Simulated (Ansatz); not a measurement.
Molecule: SiCl2 (charge 0, singlet). 
Structure (B3LYP-D3(BJ)/def2-TZVP (Ansatz, an electronic-structure program) minimum search):
```
Si
Cl 1 2.0938
Cl 1 2.0938 2 101.66
```
Charge 0, spin multiplicity 1.

Basis-set convergence of Hartree-Fock and CCSD(T) correlation energies (hartree) with Ansatz. Correlated levels leave the core frozen unless marked. No spin-orbit coupling. No relativistic terms.

The Hartree-Fock reference is unstable (checked in the largest basis), which strains HF and MP2. 

```csv
basis,functions,E(HF),"E(corr, CCSD(T))"
aug-cc-pV(D+d)Z,96,-1208.02178,-0.43071
aug-cc-pV(T+d)Z,165,___,___
```

**Question.** Fill in the missing entries.

**Answer.** 
- aug-cc-pV(T+d)Z, E(HF): -1208.05966
- aug-cc-pV(T+d)Z, E(corr, CCSD(T)): -0.54730
